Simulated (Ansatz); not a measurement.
`[NH2][GeH2][SiH2]F`, relaxed with RKS PBE0-D4/def2-TZVP in the Gaussian-basis code of Ansatz from a PBE-D4/def2-SVP geometry. The force threshold is 0.005 eV/Å; the program also tests the step.

Total charge 0; spin multiplicity 1.

Start:

```xyz
10

N    -0.774   -0.857    1.475
Ge   -0.439    0.655    0.436
Si    0.819   -0.073   -1.465
F    -0.115   -1.054   -2.399
H     0.086   -1.280    1.843
H    -1.377   -0.647    2.281
H     0.338    1.814    1.156
H    -1.830    1.201    0.020
H     2.035   -0.856   -1.040
H     1.257    1.097   -2.306
```

(1) How much energy does the relaxation release, and in how many steps? (Estimate.)

(2) Which bonds change most? (An estimate is asked.)

(3) Give the relaxed structure. (Best estimate.)

## Answers

(1) Ansatz gave: 0.05 eV, in 6 steps.

(2) Ansatz gave: Si3–F4 from 1.646 to 1.604 Å; Si3–H10 from 1.506 to 1.486 Å; Si3–H9 from 1.507 to 1.487 Å; N1–Ge2 from 1.865 to 1.847 Å.

(3) Computed: 
```xyz
10

N    -0.760   -0.834    1.495
Ge   -0.446    0.639    0.425
Si    0.810   -0.078   -1.470
F    -0.078   -1.024   -2.414
H     0.082   -1.262    1.856
H    -1.376   -0.644    2.273
H     0.338    1.779    1.130
H    -1.828    1.192    0.034
H     2.006   -0.855   -1.048
H     1.253    1.086   -2.282
```
